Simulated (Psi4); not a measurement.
H2F3NSn (SMILES [NH2][Sn]([F])([F])[F]), singlet, at a GFN2-xTB geometry (such geometries of metal compounds can be far from the true shape) (core potentials on Sn).

Here is a job for Psi4.
```
memory 2 GB

molecule mol {
0 1
N     1.967147   -0.372667   -0.207455
Sn    0.017125   -0.004032   -0.004713
F    -1.043183   -0.933323   -1.280888
F    -0.410286    1.854372   -0.266650
F    -0.703853   -0.562717    1.695725
H     2.303607   -0.917395    0.583672
H     2.486000    0.502689   -0.229526
}

set {
  basis def2-svpd
  reference rks
}

energy('pbe')
print_variables()
```

Question: Give the nuclear repulsion energy at the level PBE/def2-SVPD in Psi4.

Answer: 302.0161 Eh

Question: What is the computed total energy (PBE/def2-SVPD)?

Answer: -569.278414 Ha

Question: Estimate the number of basis functions that PBE/def2-SVPD returns for this input.

Answer: 137

Question: What is the computed dipole moment (PBE/def2-SVPD)?

Answer: 3.84 D
